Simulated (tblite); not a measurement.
Compound: C11H16N (charge +1).
SMILES with atom numbers: `[CH:1]#[C:2]/[CH:3]=[CH:4]/[CH:5]=[CH:6]/[CH:7]=[CH:8]/[N+:9]([CH3:10])([CH3:11])[CH3:12]` (hydrogens: H13 on C1; H14 on C3; H15 on C4; H16 on C5; H17 on C6; H18 on C7; H19 on C8; H20, H21, H22 on C10; H23, H24, H25 on C11; H26, H27, H28 on C12)

A start from a force field or distance geometry was refined with tblite, GFN2-xTB geometry optimisation, gas phase. Values at the start:

| coordinate | start |
| --- | --- |
| C1≡C2 | 1.219 Å |
| C1–H13 | 1.055 Å |
| C2–C3 | 1.441 Å |
| C3=C4 | 1.319 Å |
| C3–H14 | 1.092 Å |
| C4–C5 | 1.473 Å |
| C5=C6 | 1.336 Å |
| C5–H16 | 1.098 Å |
| C6–C7 | 1.464 Å |
| C6–H17 | 1.088 Å |
| C7=C8 | 1.320 Å |
| C7–H18 | 1.077 Å |
| C8–N9 | 1.424 Å |
| C8–H19 | 1.100 Å |
| N9–C10 | 1.444 Å |
| C10–H20 | 1.113 Å |
| C1–C2–C3 | 178.2° |
| C2–C3–C4 | 121.9° |
| C3–C4–C5 | 117.4° |
| C4–C5–C6 | 122.1° |
| C5–C6–C7 | 116.4° |
| C7–C8–N9 | 117.9° |
| C8–N9–C10 | 113.6° |
| C10–N9–C11 | 111.9° |
| C4–C5–C6–C7 | -179° |
| C5–C6–C7–C8 | -179° |
| C6–C7–C8–N9 | 180° |
| C7–C8–N9–C10 | 81° |

How do these coordinates change at the GFN2-xTB level?

```json
{"coordinate": "C4–C5", "GFN2-xTB (Å or °)": "1.422", "change": "-0.051"}
{"coordinate": "C8–N9", "GFN2-xTB (Å or °)": "1.468", "change": "+0.044"}
{"coordinate": "C2–C3", "GFN2-xTB (Å or °)": "1.398", "change": "-0.043"}
{"coordinate": "C6–C7", "GFN2-xTB (Å or °)": "1.426", "change": "-0.038"}
{"coordinate": "N9–C10", "GFN2-xTB (Å or °)": "1.478", "change": "+0.034"}
{"coordinate": "C3=C4", "GFN2-xTB (Å or °)": "1.351", "change": "+0.032"}
{"coordinate": "C10–H20", "GFN2-xTB (Å or °)": "1.089", "change": "-0.024"}
{"coordinate": "C8–H19", "GFN2-xTB (Å or °)": "1.077", "change": "-0.023"}
{"coordinate": "C7=C8", "GFN2-xTB (Å or °)": "1.339", "change": "+0.019"}
{"coordinate": "C5=C6", "GFN2-xTB (Å or °)": "1.354", "change": "+0.018"}
{"coordinate": "C1≡C2", "GFN2-xTB (Å or °)": "1.204", "change": "-0.015"}
{"coordinate": "C5–H16", "GFN2-xTB (Å or °)": "1.084", "change": "-0.014"}
{"coordinate": "C3–H14", "GFN2-xTB (Å or °)": "1.084", "change": "-0.008"}
{"coordinate": "C6–H17", "GFN2-xTB (Å or °)": "1.081", "change": "-0.007"}
{"coordinate": "C1–H13", "GFN2-xTB (Å or °)": "1.050", "change": "-0.005"}
{"coordinate": "C7–H18", "GFN2-xTB (Å or °)": "1.081", "change": "+0.004"}
{"coordinate": "C7–C8–N9", "GFN2-xTB (Å or °)": "125.6", "change": "+7.7"}
{"coordinate": "C5–C6–C7", "GFN2-xTB (Å or °)": "122.9", "change": "+6.5"}
{"coordinate": "C3–C4–C5", "GFN2-xTB (Å or °)": "122.7", "change": "+5.3"}
{"coordinate": "C8–N9–C10", "GFN2-xTB (Å or °)": "108.7", "change": "-4.9"}
{"coordinate": "C10–N9–C11", "GFN2-xTB (Å or °)": "109.4", "change": "-2.5"}
{"coordinate": "C4–C5–C6", "GFN2-xTB (Å or °)": "123.7", "change": "+1.6"}
{"coordinate": "C1–C2–C3", "GFN2-xTB (Å or °)": "179.5", "change": "+1.3"}
{"coordinate": "C2–C3–C4", "GFN2-xTB (Å or °)": "123.3", "change": "+1.4"}
{"coordinate": "C7–C8–N9–C10", "GFN2-xTB (Å or °)": "86", "change": "+5"}
{"coordinate": "C6–C7–C8–N9", "GFN2-xTB (Å or °)": "-179", "change": "+1"}
{"coordinate": "C4–C5–C6–C7", "GFN2-xTB (Å or °)": "180", "change": "-1"}
{"coordinate": "C5–C6–C7–C8", "GFN2-xTB (Å or °)": "180", "change": "-1"}
```

The energy falls by 0.724 eV over 110 L-BFGS steps, the largest force on an atom goes from 2.77 to 0.007 eV/Å, and the atoms move by 0.266 Å rms after alignment. The bond that changes most is C4–C5 (both ends alkene CH carbon), which shortens by 0.051 Å. Bonds longer at the end by more than 0.005 Å: 7 of 27; shorter: 17. Among the dihedrals that turn most is C10–N9–C11–H23, from 81° to 59°. Rotational constants go from 4078, 240.5, 237.7 to 4023, 231.9, 229.5 MHz.

Hardware: Arm Neoverse N1, one thread, shared host. Cost: 1.9 s.

GFN2-xTB frequencies show an imaginary mode (40i cm⁻¹), so the point is no minimum at that level.

One conformer stands for the species.

The numbers are calculated, not measured.
